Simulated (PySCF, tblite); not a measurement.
C7H9N.
SMILES with atom numbers: `[CH2:1]=[C:2]([CH3:3])[n:4]1[cH:5][cH:6][cH:7][cH:8]1` (hydrogens: H9, H10 on C1; H11, H12, H13 on C3; H14 on C5; H15 on C6; H16 on C7; H17 on C8)

Computed geometry: GFN2-xTB, gas phase.

**Question.** Give the optimised bond lengths and angles.

**Answer.** 
| bond | length (Å) | order |
| --- | --- | --- |
| C1=C2 | 1.330 | double |
| C2–C3 | 1.501 | single |
| C2–N4 | 1.397 | single |
| N4–C5, N4–C8 | 1.370 | aromatic |
| C5–C6, C7–C8 | 1.363 | aromatic |
| C6–C7 | 1.412 | aromatic |
| C1–H9 | 1.074 | single |
| C1–H10 | 1.074 | single |
| C3–H11, C3–H12, C3–H13 | 1.088 | single |
| C5–H14, C8–H17 | 1.070 | single |
| C6–H15, C7–H16 | 1.072 | single |

Bonds in one row agree within 0.01 Å and their mean is given. Orders are formal, as drawn. A selection of angles:
| angle | degrees |
| --- | --- |
| C2–C1–H9 | 123.5 |
| C2–C1–H10 | 120.5 |
| H9–C1–H10 | 116.0 |
| C1–C2–C3 | 121.3 |
| C1–C2–N4 | 123.0 |
| C3–C2–N4 | 115.7 |
| C2–C3–H11 | 110.6 |
| C2–C3–H13 | 109.9 |
| H11–C3–H12 | 108.5 |
| H12–C3–H13 | 108.5 |
| C2–N4–C5 | 126.0 |
| C5–N4–C8 | 107.7 |
| N4–C5–C6 | 109.1 |
| N4–C5–H14 | 122.3 |
| C6–C5–H14 | 128.6 |
| C5–C6–C7 | 107.1 |
| C5–C6–H15 | 126.3 |
| C7–C6–H15 | 126.7 |

Dihedral angles: C1–C2–N4–C5 -179° (antiperiplanar).

The 8 heavy atoms lie in one plane (0.011 Å rms). N4 (pyrrole-type nitrogen) is planar (angles 126.3°, 126.0° and 107.7°, sum 360.0°, 0.00 Å off the plane of its three neighbours). The 5-membered ring N4–C5–C6–C7–C8 has internal angles of 107.1° to 109.1° (sum 540°, against 540° for a flat polygon); it is planar, 0.00 Å rms from its mean plane, widest ring torsion 0°. Of the pairs four or more bonds apart, H9···H17 is among the closest relative to their van der Waals radii: 2.11 Å, 88 % of the sum of Bondi's values. The 3 C–N bonds span 1.370 Å (N4–C5, aromatic) to 1.397 Å (C2–N4, drawn single), a spread of 0.027 Å. The 5 C–C bonds span 1.330 Å (C1=C2, drawn double) to 1.501 Å (C2–C3, drawn single), a spread of 0.171 Å.

GFN2-xTB frequencies show an imaginary mode (42i cm⁻¹), so the point is no minimum at that level.
